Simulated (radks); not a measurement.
Results of a calculation; reference values are marked as such.
Spherical quantum dot in the effective-mass picture: electrons in a parabolic well V = omega^2 r^2 / 2 with omega = 2.14, with a point charge +1 (a donor) at the centre, all in effective atomic units (hartree* = m*/eps^2 hartree, bohr* = eps/m* bohr), one dielectric constant everywhere. Level of theory: non-relativistic Kohn-Sham, PBE, spin-polarised, spherical densities (a radial shooting solver with Libxc functionals). Levels are named by radial order and angular momentum (1s, 1p, 1d, 2s, ...), and open shells are averaged over m. Results are scaled to m* = 0.107 and eps = 13, for which hartree* = 17.23 meV and bohr* = 6.429 nm.

N = 32, configuration 1s2 1p6 1d10 2s2 1f(up 7, down 5). This is the lowest configuration that the search found. Occupied and some empty levels:

level,occupation,eigenvalue (meV),<r> (nm)
1s up,1,386.28,6.048
1s down,1,386.43,6.016
1p up,3,410.04,8.777
1p down,3,410.43,8.749
2s up,1,426.93,9.047
2s down,1,427.34,9.057
1d up,5,431.03,10.33
1d down,5,431.54,10.31
1f up,7,452.93,11.46
1f down,5,453.50,11.45
2p up,0,455.37,10.11
2p down,0,455.73,10.13
1g up,0,476.14,12.38
1g down,0,476.73,12.38
2d up,0,481.81,11.20
2d down,0,482.17,11.21

Energy (meV): total 8937.51, kinetic 1303.7, external 3005.3, Hartree 5022.2, exchange-correlation -393.72.

Electron density:

r (nm),n(r) (e/nm^3)
0.423,0.01030
1.49,0.007224
2.55,0.005072
3.61,0.003782
4.68,0.003224
5.74,0.003189
6.81,0.003415
7.87,0.003630
8.93,0.003627
10.00,0.003306
11.1,0.002707
12.1,0.001962
13.2,0.001249
14.3,0.0006900
15.3,0.0003324
16.4,0.0001387
17.4,0.00005066
18.5,0.00001593
19.6,4.362e-06
20.6,1.028e-06
